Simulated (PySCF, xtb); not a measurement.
C3H4BFO, SMILES C=C=CB(O)F. Other conformers were not sampled.

Harmonic wavenumbers (cm⁻¹) from GFN2-xTB run with xtb at its own minimum, in rising order: 64, 109, 304, 322, 351, 380, 535, 554, 609, 763, 834, 862, 908, 940, 1118, 1219, 1270, 1322, 1412, 2071, 3003, 3085, 3094, 3654.

### Question
What does PySCF with PBE-D3(BJ)/def2-SVP give at its own minimum? (An estimate is asked for; the answer gives what the named calculation found.)

### Answer
61, 113, 331, 338, 403, 410, 535, 570, 673, 785, 791, 853, 935, 963, 1059, 1202, 1328, 1388, 1436, 2004, 3040, 3065, 3151, 3768. Paired by order, the mean absolute difference is 36 cm⁻¹ and the zero-point energies are 41.1 and 41.7 kcal/mol.
